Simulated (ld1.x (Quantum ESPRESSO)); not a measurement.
# What the settings do to the TM potential of bromine (Br)

Base potential:

```json
{
  "Element": "Br (Z = 35)",
  "Generator": "ld1.x (Quantum ESPRESSO) 7.5",
  "Type": "norm-conserving Troullier–Martins (Kleinman–Bylander form)",
  "Functional": "LDA (PZ)",
  "Relativity": "scalar-relativistic",
  "Frozen core": "[Ar] 3d10",
  "Valence charge": "7",
  "Reference configuration": "4s2 4p4.75 (charge +0.25)",
  "Partial waves": "4p (bound): rc 1.25 bohr; 4d channel at 0.2 Ry: rc 1.15 bohr; 4s (bound): rc 1.35 bohr",
  "Local potential": "the s channel",
  "Core correction": "none"
}
```

Cutoffs, loose and tight: the cutoffs (Ry, on a coarse ladder) from which the occupation-weighted sum of valence levels, in a spherical-Bessel basis at the reference potential, stays within 10 and 1 mRy of its value at 400 Ry. They do not see the model core or the augmentation charge, which bear on the density cutoff. Test errors are all-electron minus pseudo excitation energies from the reference, over the configurations 4s2 4p5; 4s2 4p4; 4s2 4p3; 4s1 4p6; 4s1 4p5; 4s2 4p5.3; 4s2 4p2 (two spin-polarised tests are not counted in the largest error). A dash means not determined; rows that change the core or the reference have their own tests. The largest error is taken over the tests solved by every variant that gives reliable tests at all: 4s1 4p5; 4s1 4p6; 4s2 4p2; 4s2 4p3; 4s2 4p4.

A true bound ghost makes a file unfit for plane-wave use even where its test errors are small: the radial tests pick states by their node count and pass the ghost by. Where a test does run into it, the solver fails or the error is huge.

```tsv
change	outcome	cutoff, loose	cutoff, tight	bound ghosts	largest test error (meV)
base	generated	80 Ry	140 Ry	p, d	+15
all radii scaled by about 0.89 (s 1.20, p 1.12, d 1.02 bohr)	generated	140 Ry	300 Ry	p	-36
all radii scaled by about 1.14 (s 1.54, p 1.42, d 1.30 bohr)	generated	50 Ry	90 Ry	p, d	+26
all radii scaled by about 1.23 (s 1.66, p 1.54, d 1.42 bohr)	generated	40 Ry	70 Ry	p, d	+16
```

Question: What comes out with this change to the base: all radii scaled by about 0.80 (s 1.08, p 1.00, d 0.92 bohr)?

Answer: outcome: generated; cutoff, loose: over 300 Ry; cutoff, tight: over 300 Ry; bound ghosts: p; largest test error (meV): -189.

Question: What comes out with this change to the base: all radii scaled by about 1.39 (s 1.86, p 1.74, d 1.60 bohr)?

Answer: outcome: generated; cutoff, loose: 35 Ry; cutoff, tight: 60 Ry; bound ghosts: d; largest test error (meV): +1055.

Reading the sweep of the scale of all radii (base = 1) (base included, trends over the rows without a ghost): Bound ghosts are found at 0.8, 0.89, 1, 1.14, 1.23, 1.39. Every judged row has one, so this setting neither creates nor removes them.
